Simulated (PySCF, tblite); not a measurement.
Parent: `[F:1][Si:2]([F:3])([F:4])[SiH2:5][PH2:6]` with Si2–Si5–P6–H -46° and 47°, F3H4PSi2.

Structures optimised with GFN2-xTB, isolated species. One conformer each, not checked by frequencies here.

```
coordinate of the parent    value
                  F1–Si2  1.592 Å
                  Si2–F3  1.592 Å
                  Si2–F4  1.589 Å
                 Si2–Si5  2.288 Å
                  Si5–P6  2.242 Å
               F1–Si2–F3   101.8°
               F1–Si2–F4   102.2°
              F1–Si2–Si5   115.9°
               F3–Si2–F4   102.3°
              F3–Si2–Si5   115.8°
              F4–Si2–Si5   116.7°
              Si2–Si5–P6   115.8°
```

Question: How does the shared frame change in `[F:1][Si:2]([F:3])([F:4])[Si@@H:5]([PH2:6])[CH:7]1[CH2:8][CH2:9]1` with Si2–Si5–P6–H -76° and -169°, Si2–Si5–C7–C8 24°, C3H8F3PSi2? Atoms pair as F1 = F1, Si2 = Si2, F3 = F4, F4 = F3, Si5 = Si5, P6 = P6 (parent first).

Answer: 
```json
{"parent": "F1–Si2", "relative": "F1–Si2", "value in the relative": "1.591 Å", "change": "-0.001"}
{"parent": "Si2–F3", "relative": "Si2–F4", "value in the relative": "1.592 Å", "change": "0.000"}
{"parent": "Si2–F4", "relative": "Si2–F3", "value in the relative": "1.592 Å", "change": "+0.003"}
{"parent": "Si2–Si5", "relative": "Si2–Si5", "value in the relative": "2.286 Å", "change": "-0.002"}
{"parent": "Si5–P6", "relative": "Si5–P6", "value in the relative": "2.251 Å", "change": "+0.009"}
{"parent": "F1–Si2–F3", "relative": "F1–Si2–F4", "value in the relative": "102.1°", "change": "+0.3"}
{"parent": "F1–Si2–F4", "relative": "F1–Si2–F3", "value in the relative": "102.3°", "change": "+0.1"}
{"parent": "F1–Si2–Si5", "relative": "F1–Si2–Si5", "value in the relative": "115.9°", "change": "0.0"}
{"parent": "F3–Si2–F4", "relative": "F4–Si2–F3", "value in the relative": "101.4°", "change": "-0.9"}
{"parent": "F3–Si2–Si5", "relative": "F4–Si2–Si5", "value in the relative": "118.7°", "change": "+2.9"}
{"parent": "F4–Si2–Si5", "relative": "F3–Si2–Si5", "value in the relative": "114.0°", "change": "-2.7"}
{"parent": "Si2–Si5–P6", "relative": "Si2–Si5–P6", "value in the relative": "110.8°", "change": "-5.0"}
```

Of the parent's bonds, Si5–P6 changes most (+0.009 Å). Bonds of the relative outside the shared frame: Si5–C7 1.890, C7–C8 1.505, C8–C9 1.490, C7–C9 1.507 Å. Point group Cs → C1.

Question: How does the shared frame change in `[CH2:1]=[CH:2][Si@H:3]([PH2:4])[Si:5]([F:6])([F:7])[F:8]` with C1–C2–Si3–P4 122°, C2–Si3–P4–H -170° and -77°, C2H6F3PSi2? Atoms pair as F1 = F8, Si2 = Si5, F3 = F6, F4 = F7, Si5 = Si3, P6 = P4 (parent first).

Answer: 
```json
{"parent": "F1–Si2", "relative": "F8–Si5", "value in the relative": "1.592 Å", "change": "0.000"}
{"parent": "Si2–F3", "relative": "Si5–F6", "value in the relative": "1.593 Å", "change": "+0.001"}
{"parent": "Si2–F4", "relative": "Si5–F7", "value in the relative": "1.590 Å", "change": "+0.001"}
{"parent": "Si2–Si5", "relative": "Si5–Si3", "value in the relative": "2.291 Å", "change": "+0.003"}
{"parent": "Si5–P6", "relative": "Si3–P4", "value in the relative": "2.255 Å", "change": "+0.013"}
{"parent": "F1–Si2–F3", "relative": "F8–Si5–F6", "value in the relative": "101.4°", "change": "-0.4"}
{"parent": "F1–Si2–F4", "relative": "F8–Si5–F7", "value in the relative": "102.2°", "change": "0.0"}
{"parent": "F1–Si2–Si5", "relative": "F8–Si5–Si3", "value in the relative": "114.2°", "change": "-1.7"}
{"parent": "F3–Si2–F4", "relative": "F6–Si5–F7", "value in the relative": "101.9°", "change": "-0.4"}
{"parent": "F3–Si2–Si5", "relative": "F6–Si5–Si3", "value in the relative": "117.9°", "change": "+2.1"}
{"parent": "F4–Si2–Si5", "relative": "F7–Si5–Si3", "value in the relative": "116.9°", "change": "+0.2"}
{"parent": "Si2–Si5–P6", "relative": "Si5–Si3–P4", "value in the relative": "115.5°", "change": "-0.3"}
```

Of the parent's bonds, Si5–P6 changes most (+0.013 Å). Bonds of the relative outside the shared frame: C1=C2 1.325, C2–Si3 1.887 Å. Point group Cs → C1.

Question: How does the shared frame change in `[F:1][Si:2]([F:3])([F:4])[SiH:5]([PH2:6])[PH2:7]` with Si2–Si5–P6–H -52° and 40°, Si2–Si5–P7–H 76° and 169°, F3H5P2Si2? Atoms pair as F1 = F1, Si2 = Si2, F3 = F3, F4 = F4, Si5 = Si5, P6 = P7 (parent first).

Answer: 
```
    parent    relative  value in the relative  change
    F1–Si2      F1–Si2                1.586 Å  -0.006
    Si2–F3      Si2–F3                1.591 Å  -0.001
    Si2–F4      Si2–F4                1.590 Å  +0.001
   Si2–Si5     Si2–Si5                2.293 Å  +0.005
    Si5–P6      Si5–P7                2.257 Å  +0.015
 F1–Si2–F3   F1–Si2–F3                 102.8°    +1.0
 F1–Si2–F4   F1–Si2–F4                 102.6°    +0.4
F1–Si2–Si5  F1–Si2–Si5                 119.4°    +3.5
 F3–Si2–F4   F3–Si2–F4                 102.2°    -0.1
F3–Si2–Si5  F3–Si2–Si5                 115.7°    -0.1
F4–Si2–Si5  F4–Si2–Si5                 112.0°    -4.7
Si2–Si5–P6  Si2–Si5–P7                 111.2°    -4.6
```

Of the parent's bonds, Si5–P6 changes most (+0.015 Å). Bonds of the relative outside the shared frame: Si5–P6 2.265 Å.

Question: How does the shared frame change in `[F:1][Si:2]([F:3])([F:4])[Si@@H:5]([PH2:6])[CH2:7][SiH3:8]` with Si2–Si5–P6–H -48° and 44°, Si2–Si5–C7–Si8 64°, CH8F3PSi3? Atoms pair as F1 = F1, Si2 = Si2, F3 = F4, F4 = F3, Si5 = Si5, P6 = P6 (parent first).

Answer: 
```json
{"parent": "F1–Si2", "relative": "F1–Si2", "value in the relative": "1.593 Å", "change": "+0.001"}
{"parent": "Si2–F3", "relative": "Si2–F4", "value in the relative": "1.593 Å", "change": "+0.001"}
{"parent": "Si2–F4", "relative": "Si2–F3", "value in the relative": "1.591 Å", "change": "+0.002"}
{"parent": "Si2–Si5", "relative": "Si2–Si5", "value in the relative": "2.288 Å", "change": "0.000"}
{"parent": "Si5–P6", "relative": "Si5–P6", "value in the relative": "2.255 Å", "change": "+0.013"}
{"parent": "F1–Si2–F3", "relative": "F1–Si2–F4", "value in the relative": "101.4°", "change": "-0.4"}
{"parent": "F1–Si2–F4", "relative": "F1–Si2–F3", "value in the relative": "101.9°", "change": "-0.3"}
{"parent": "F1–Si2–Si5", "relative": "F1–Si2–Si5", "value in the relative": "116.6°", "change": "+0.7"}
{"parent": "F3–Si2–F4", "relative": "F4–Si2–F3", "value in the relative": "102.2°", "change": "-0.1"}
{"parent": "F3–Si2–Si5", "relative": "F4–Si2–Si5", "value in the relative": "115.6°", "change": "-0.2"}
{"parent": "F4–Si2–Si5", "relative": "F3–Si2–Si5", "value in the relative": "116.7°", "change": "0.0"}
{"parent": "Si2–Si5–P6", "relative": "Si2–Si5–P6", "value in the relative": "115.4°", "change": "-0.4"}
```

Of the parent's bonds, Si5–P6 changes most (+0.013 Å). Bonds of the relative outside the shared frame: Si5–C7 1.904, C7–Si8 1.908 Å. Point group Cs → C1.

The numbers are calculated, not measured.
